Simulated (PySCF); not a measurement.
# What a mistake does to a calculation on CH7NSi2

All numbers below are calculated, not measured. They come from PySCF 2.14.0, an open-source quantum chemistry program, on an isolated molecule that a program drew, which may never have been made. The molecule is CH7NSi2 (charge 0, singlet), drawn as the SMILES string `C=[SiH][SiH2]N`.

Each row is a Hartree-Fock (HF) and frozen-core CCSD(T) single point in the cc-pV(D+d)Z basis, meant for a local HF minimum. Run 1 is clean. Each other run has one planted mistake out of seven kinds, and not every kind appears here: one electron removed, one electron added, multiplicity raised by two, geometry at a saddle point, minimal basis STO-3G, one bond length entered in bohr, all coordinates scaled. The reference is restricted for singlets and unrestricted otherwise, and also for a bond in bohr. Adding or removing an electron swaps singlet and doublet. Electrons count all cores. HOMO and LUMO are orbital energies over both spins, the gradient is its largest component, and the lowest frequency (negative if imaginary) is given only where the gradient is small. Bond lengths are over the 10 bonds as drawn. T1 is the CCSD diagnostic: over 0.02 (restricted) or 0.045 (unrestricted) a single reference is doubtful.

Geometry of the clean run:
```xyz
11
CH7NSi2, angstrom
C    -0.8440   -1.1208   -0.7183
Si   -0.7705   -0.3280    0.7856
Si   -2.2160    1.4697    1.2954
N    -3.2964    1.8521    0.0051
H    -1.5545   -0.8222   -1.4825
H    -0.1997   -1.9497   -0.9918
H     0.2178   -0.7760    1.7919
H    -3.0130    1.1129    2.4911
H    -1.3979    2.6662    1.5973
H    -2.9139    2.2482   -0.8342
H    -4.0089    1.1861   -0.2327
```

```
run,electrons,basis functions,<S^2>,HOMO (eV),LUMO (eV),gradient (hartree/bohr),lowest frequency (cm^-1),mean bond (Å),longest bond (Å),T1,HF (hartree),CCSD(T) (hartree),mistake
1,48,109,0.000,-8.31,2.22,3.7e-05,71,1.4409,2.362,0.0136,-674.23491,-674.81989,no fault
2,48,35,0.000,-5.49,7.56,4.2e-02,-,1.4409,2.362,0.0117,-666.34467,-666.60664,minimal basis STO-3G
3,48,109,0.000,-8.58,2.48,4.5e-02,-,1.3717,2.249,0.0127,-674.20651,-674.78207,all coordinates scaled
4,47,109,0.756,-14.99,-6.10,6.4e-02,-,1.4409,2.362,0.0140,-673.98171,-674.51617,?
```

**Which mistake was planted in run 4, and what did it cost?**

It counts 47 electrons, one fewer than the clean run, at the same geometry and basis. So the mistake is: one electron removed. Subtracting run 1 and multiplying by 627.51 kcal/mol a hartree, the energy moved by 158.9 kcal/mol in HF and 190.6 kcal/mol in CCSD(T).

